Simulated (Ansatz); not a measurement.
Ideal-gas functions of CH₃BFI (`FCBI`) at 600 K and 1 bar, from an Ansatz frequency run at PBE0-D4/def2-TZVP.

Molar mass 171.75 g/mol, point group Cs (symmetry number 1), electronic degeneracy 1, moments of inertia 39.995, 289.102, 326.001 u Å². Harmonic wavenumbers (cm⁻¹, unscaled): 125, 158, 456, 564, 635, 839, 858, 1086, 1155, 1248, 1344, 1422, 2668, 2999, 3032.

Use S(trans) = R[1.5 ln M + 2.5 ln T − 1.1517]; rotational temperatures θ = 24.2544 K / I; S(rot) = R[ln(√π/σ · √(T³/θAθBθC)) + 1.5]; for each mode x = 1.438777 ν̃/T, S = R[x/(eˣ − 1) − ln(1 − e⁻ˣ)] and H = RT x/(eˣ − 1); 1 cm⁻¹ = 0.0119627 kJ/mol; R = 8.31446 J/(mol·K).

Problem. By hand: the entropy, in J/(mol·K).

Solution. Translation 187.6. Rotation: θ = 0.6064, 0.0839, 0.0744 K, giving 120.2. Vibration, mode by mode: 18.36, 16.43, 7.97, 6.41, 5.58, 3.78, 3.64, 2.37, 2.08, 1.74, 1.45, 1.25, 0.10, 0.05, 0.05, in all 71.3. Electronic 0.0. Sum 379.1 J/(mol·K).

Problem. By hand: H − E and G − E in kJ/mol, counted from the electronic energy.

Solution. Zero-point energy ½ × 18589 × 0.0119627 = 111.2; thermal vibration 22.8; translation, rotation and pV give 4 RT = 20.0. H − E = 154.0 kJ/mol, and G − E = 154.0 − 600 × 379.1/1000 = -73.5 kJ/mol.

Vibration gives 19 % of the entropy, 18.4 J/(mol·K) of it from the mode under 150 cm⁻¹: soft modes count most, and the harmonic formula is weakest for them. The sum counts one conformer and one mirror image; others add a mixing term.
